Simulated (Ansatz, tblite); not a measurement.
Isomers of Hg$_{3}$S$_{2}$⁺ (doublet), found by a short tight-binding search and relaxed with PBE-D4/def2-SVP in Ansatz.

In the def2 sets Hg takes a core potential; there is no spin–orbit coupling. The xTB rows come from tblite. HSE06 is defined as in plane-wave codes, on full-range PBE exchange.

Run but left out: HF/def2-SVP, HF/def2-TZVP, MP2/def2-SVP, MP2/def2-TZVP (A: ⟨S²⟩ 1.07 to 1.09, where a pure state has 0.75); ωB97M-V/def2-TZVP, CCSD/def2-SVP, CCSD(T)/def2-SVP (B: ⟨S²⟩ 1.09 to 1.57, where a pure state has 0.75); CCSD/def2-SVP, CCSD(T)/def2-SVP (C: ⟨S²⟩ 1.58, where a pure state has 0.75).

B: At r2SCAN0-D4/def2-TZVP the charge 1 doublet is spin-contaminated (final ⟨S²⟩ up to 0.88, 0.75 for a pure state).

Other spin states weren't relaxed.

A:

```xyz
5

Hg    1.833    0.121   -0.260
Hg   -2.335    1.429   -2.443
Hg   -0.628   -0.858    1.521
S     1.833   -1.122    1.916
S    -0.703    0.430   -0.734
```

B:

```xyz
5

Hg    0.1309   -3.5652    1.5166
Hg    0.1971    1.0443   -1.2436
Hg    0.5338    2.9644   -3.4593
S    -0.7420    0.2529    2.3765
S    -0.1198   -0.6964    0.8098
```

C:

```xyz
5

Hg   -1.317    2.606    0.933
Hg    1.149    2.052   -0.839
Hg    0.873   -3.588   -0.843
S     0.405   -0.701   -0.200
S    -1.110   -0.368    0.948
```

Task: Estimate which lies lowest at each level, and how far above it the others are (eV).

Result: 
```csv
level,A,B,C
GFN1-xTB,1.15,0.30,0.00
GFN2-xTB,3.19,0.17,0.00
PBE-D4/def2-SVP,1.90,0.08,0.00
PBE-D4/def2-TZVP,1.77,0.02,0.00
r2SCAN-D4/def2-TZVP,1.62,0.00,0.01
PBE0-D4/def2-SVP,1.65,0.06,0.00
PBE0-D4/def2-TZVP,1.53,0.00,0.00
r2SCAN0-D4/def2-TZVP,1.49,0.00,0.04
HSE06-D4/def2-TZVP,1.55,0.00,0.01
```
Point groups (tolerance 0.1 Å): A C2v, B Cs, C not assigned. Lower isomers may exist. From def2-SVP to def2-TZVP the PBE0 values move by up to 0.12 eV, so results in the small set are rough.
